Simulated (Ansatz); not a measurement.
Ansatz (a first-principles code) input:

Ansatz 0.2 input:
```yaml
crystal:
  periodic: [false, false, false]
  atoms:
    - {symbol: C, position_ang: [2.35252726, -0.61456619, -0.21027432]}
    - {symbol: Si, position_ang: [0.88043679, 0.63761204, -0.34942855]}
    - {symbol: B, position_ang: [-0.85068188, 0.02424547, 0.18107880]}
    - {symbol: C, position_ang: [-2.03370349, 1.04320639, 0.54905077]}
    - {symbol: C, position_ang: [-1.31155701, -1.50582952, 0.03189987]}
    - {symbol: H, position_ang: [2.76154241, -0.68684274, 0.80270773]}
    - {symbol: H, position_ang: [3.17747372, -0.36257666, -0.88368379]}
    - {symbol: H, position_ang: [1.99787946, -1.61072098, -0.49352535]}
    - {symbol: H, position_ang: [1.35048916, 1.90715058, 0.32225660]}
    - {symbol: H, position_ang: [-2.88420907, 0.96612398, -0.14580694]}
    - {symbol: H, position_ang: [-2.44032642, 0.79688706, 1.54176694]}
    - {symbol: H, position_ang: [-1.72582049, 2.09253452, 0.57762062]}
    - {symbol: H, position_ang: [-0.52051823, -2.18833856, -0.29305235]}
    - {symbol: H, position_ang: [-1.67881145, -1.87608509, 1.00115636]}
    - {symbol: H, position_ang: [-2.15400523, -1.62279217, -0.66689200]}
basis:
  gaussian:
    orbitals: def2-TZVPD
hamiltonian:
  xc: {name: B3LYP}
total_charge: -1
output: {forces: true}
```

Predict the final energy.

-434.78569 Eh (B3LYP/def2-TZVPD). The basis has 281 functions.

It need not be the lowest isomer of its formula. Whether it binds its extra electron was not tested at this geometry.
